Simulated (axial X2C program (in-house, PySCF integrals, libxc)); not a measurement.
Potential curves of TcPb⁺, two-component

All values were computed with an in-house all-electron X2C program for linear molecules (integrals from PySCF). Two-component (2c) means X2C with spin–orbit coupling and atomic mean-field two-electron Coulomb and Gaunt terms. Basis: Pb dyall-v2z [10s12p9d5f], Tc dyall-v2z [10s10p7d2f] (cores contracted in-house); Gaussian nuclei, density fitting, unrestricted open shells. Masses: Pb 207.977 u, Tc 98.907 u.

State: Ω = 3 (⟨Sz⟩ = 2.12, ⟨Lz⟩ = 0.88 at LDA). Energies in eV from the fragments at the same level (Pb + Tc+). Fits are polynomials in 1 − R0/R over 0.85 to 1.23 times the lowest point R0.

| R (Å) | LDA |
| --- | --- |
| 2.5617 | -2.9702 |
| 2.6461 | -3.0325 |
| 2.7306 | -3.0324 |
| 2.8150 | -2.9896 |
| 2.9135 | -2.9038 |
| 3.0121 | -2.7947 |

One determinant describes the state; a PBE0 search over occupations chose it and may have missed a lower one. Dissociation energies refer to the lowest single-determinant-based atoms at the same level and basis. Density functionals use the spin component along the axis (collinear). The functionals have no current-density term, which raises determinants with orbital currents, atoms included. With several unpaired electrons one determinant need not be a pure state. Open-shell Ω = 0 determinants with evenly filled partner blocks cannot be reached by this program, so the Ω shown need not be the lowest component. The determinant is spin-polarised beyond a pure state at some levels (its spin-free form has ⟨S²⟩ too high), which makes Re and μ there less reliable. Under one Hamiltonian the search converged a single determinant, so lower ones may well exist.

What are Re, ωe and De at the LDA level?

At LDA, 2c: Re = 2.687 Å, ωe ≈ 171 cm⁻¹, De = 3.04 eV to Pb + Tc+; Be follows as 0.0348 cm⁻¹.
